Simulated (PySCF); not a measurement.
**Bond curve of NdP**

Set-up: basis Nd x2c-SVPall, P x2c-SVPall; spin-free X2C with a Gaussian nucleus; PySCF 2.14. Energies in eV from Nd (4f4 6s2) + P in their ground configurations at the same level. State: quartet, about 3.3 electrons in the 4f shell (Mulliken), real f orbitals that mix terms.

```csv
R (Å),PBE0,CAM-B3LYP
2.018,-0.881,-0.337
2.111,-1.639,-1.069
2.205,-2.046,-1.460
2.276,-2.179,-1.587
2.346,-2.203,-1.611
2.416,-2.152,-1.585
2.510,-2.046,-1.536
2.627,-1.898,-1.475
2.768,-1.727,-1.368
```

⟨S²⟩ of the unrestricted solution departs from its pure value on part of the curve, where spin states mix. Spin–orbit coupling is left out, which matters for elements this heavy, above all for dissociation energies. With d or f electrons several states lie close, and the lowest PBE0 determinant need not be the measured ground state.
